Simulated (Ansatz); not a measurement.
`C[SiH](F)S` + H₂Se → `C[SiH](F)[SeH]` + H₂S at 400 K and 1 bar (ligand exchange at the Si–S bond).

Isolated molecules relaxed with PBE0-D4/def2-TZVP in Ansatz; ΔE leaves out vibrations. CCSD(T)/CBS adds triple-zeta CCSD(T) − MP2 to the extrapolated MP2 energy (def2 sets, frozen cores). This one scheme is used for every species. For Se outer-core shells are correlated without core-valence functions, which leaves a few kJ/mol of doubt a bond. Scalar relativity is left out up to krypton. One conformer a species, not always the lowest.

```
         species  CCSD(T)/CBS energy (Eh)  H − E (kJ/mol)  S (J/(mol·K))
    `C[SiH](F)S`               -827.81979           183.2          360.7
            H₂Se              -2401.89790            49.4          229.5
`C[SiH](F)[SeH]`              -2830.74610           180.6          375.3
             H₂S               -398.97279            53.4          215.9
```

H − E and S are ideal-gas, rigid-rotor, harmonic terms from PBE0-D4/def2-TZVP, for one conformer and one mirror image of each species. 1 Eh = 2625.50 kJ/mol, R = 8.31446 J/(mol·K).

Q: By hand: ΔE, ΔH, ΔS and ΔG.

A: ΔE = (-2830.74610) + (-398.97279) − (-827.81979) − (-2401.89790) = -0.00120 Eh = -3.2 kJ/mol. Δ(H − E) = 180.6 + 53.4 − 183.2 − 49.4 = 1.4, so ΔH = -1.8 kJ/mol. ΔS = 375.3 + 215.9 − 360.7 − 229.5 = 1.0 J/(mol·K). ΔG = -1.8 − 400 × (1.0)/1000 = -2.2 kJ/mol.

Q: By hand: the equilibrium constant, and the temperature at which ΔG would vanish if ΔH and ΔS stayed fixed.

A: log₁₀ K = −ΔG/(RT ln 10) = 0.3. ΔH and −TΔS have one sign here, so there is no such temperature. One of them is within its doubt of zero, so this could turn.

The number of gas molecules stays the same, so ΔS is small and ΔH decides. The sign of ΔG lies within the doubt. A doubt of 5 kJ/mol in ΔE shifts log₁₀ K by 0.7 here. Other conformers and mirror images would add mixing entropy, several J/(mol·K) or more a flexible species. These are equilibria of isolated gas molecules and say nothing of rates. Largest T1 diagnostic: 0.011 (customary marks: 0.02 for closed shells, 0.045 for open ones).
